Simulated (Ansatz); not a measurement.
```yaml
crystal:
  periodic: [false, false, false]
  atoms:
    - {symbol: C, position_ang: [1.427635, 0.833965, 0.968425]}
    - {symbol: N, position_ang: [0.273286, 0.038793, 0.640945]}
    - {symbol: C, position_ang: [-0.247855, -0.664016, 1.783983]}
    - {symbol: Al, position_ang: [-0.428330, -0.063521, -0.988479]}
    - {symbol: N, position_ang: [0.484673, 0.539008, -2.381542]}
    - {symbol: N, position_ang: [-2.037742, -0.768179, -1.213370]}
    - {symbol: H, position_ang: [1.784912, 1.383450, 0.093804]}
    - {symbol: H, position_ang: [2.261163, 0.218070, 1.340331]}
    - {symbol: H, position_ang: [1.203846, 1.575893, 1.750520]}
    - {symbol: H, position_ang: [-1.102032, -1.286015, 1.504593]}
    - {symbol: H, position_ang: [-0.580256, 0.024991, 2.575925]}
    - {symbol: H, position_ang: [0.506210, -1.328562, 2.233399]}
    - {symbol: H, position_ang: [0.093820, 0.707801, -3.292935]}
    - {symbol: H, position_ang: [1.470878, 0.735830, -2.388481]}
    - {symbol: H, position_ang: [-2.712536, -0.919792, -0.483211]}
    - {symbol: H, position_ang: [-2.420773, -1.050216, -2.099706]}
basis:
  gaussian: {orbitals: ANO-RCC-VTZP, point_charges: [{charge: 0.50, position_ang: [6.088, -0.578, 0.717]}]}
hamiltonian: {xc: {name: RPBE}, dispersion: d3bjatm}
accuracy: high
output: {forces: true}
```

```sh
$ ansatz run in.yaml --threads 4 --pin off --events-out ev --progress --plain --max-ram 11315MiB
```

It prints (some lines left out):

```
Functional definition: RPBE
6310 factors; integrals over basis functions are off by at most 3.6e-9 eV
mean field evaluation 1: about -13293.0527 eV, gradient 1.3e2 eV
mean field evaluation 2: about -13133.9084 eV, gradient 2.4e2 eV
mean field evaluation 4: about -13322.7927 eV, gradient 3.2e1 eV
mean field evaluation 8: about -13324.8291 eV, gradient 2.3e-1 eV
mean field evaluation 16: about -13324.8232 eV, gradient 2.0e-4 eV
mean field -13324.82316648 eV, -489.6782194787 hartree, gradient 8.5e-8 eV, S^2 0.000000; 0 other end points of the search recorded, 0 dependent functions left out
reference -13324.82317576 eV, -489.6782198198 hartree; 28, 28 occupied and 296, 296 virtual orbitals, 6310 factors
Total energy: -13326.49041372 eV, -489.7394896846 hartree
Relativity: scalar
Atom 0 at     1.427635     0.833965     0.968425 Å, force    -0.026071     0.178654    -0.089475 eV/Å
Atom 1 at     0.273286     0.038793     0.640945 Å, force     0.152252     0.036088    -0.053941 eV/Å
Atom 2 at    -0.247855    -0.664016     1.783983 Å, force    -0.173503    -0.118076     0.167747 eV/Å
Atom 3 at    -0.428330    -0.063521    -0.988479 Å, force    -0.139147    -0.025997     0.031952 eV/Å
Atom 4 at     0.484673     0.539008    -2.381542 Å, force     0.110576     0.014110     0.007494 eV/Å
Atom 5 at    -2.037742    -0.768179    -1.213370 Å, force     0.037166    -0.012016     0.037444 eV/Å
Atom 6 at     1.784912     1.383450     0.093804 Å, force     0.036003     0.107949    -0.197609 eV/Å
Atom 7 at     2.261163     0.218070     1.340331 Å, force     0.251700    -0.211490     0.151406 eV/Å
Atom 8 at     1.203846     1.575893     1.750520 Å, force    -0.017432     0.131099     0.172530 eV/Å
Atom 9 at    -1.102032    -1.286015     1.504593 Å, force    -0.139657    -0.091883    -0.076372 eV/Å
Atom 10 at    -0.580256     0.024991     2.575925 Å, force    -0.056382     0.135720     0.148506 eV/Å
Atom 11 at     0.506210    -1.328562     2.233399 Å, force     0.172723    -0.147511     0.097795 eV/Å
Atom 12 at     0.093820     0.707801    -3.292935 Å, force    -0.131495     0.052725    -0.306805 eV/Å
Atom 13 at     1.470878     0.735830    -2.388481 Å, force     0.302935     0.091886    -0.031741 eV/Å
Atom 14 at    -2.712536    -0.919792    -0.483211 Å, force    -0.229002    -0.056356     0.231480 eV/Å
Atom 15 at    -2.420773    -1.050216    -2.099706 Å, force    -0.134205    -0.085006    -0.296118 eV/Å
Dipole moment:    -0.197653     0.002425    -0.128143 e Å
```

Run time 4.4 min (4 threads of an Arm Neoverse V2 on a shared host); peak host memory 4.5 GiB.
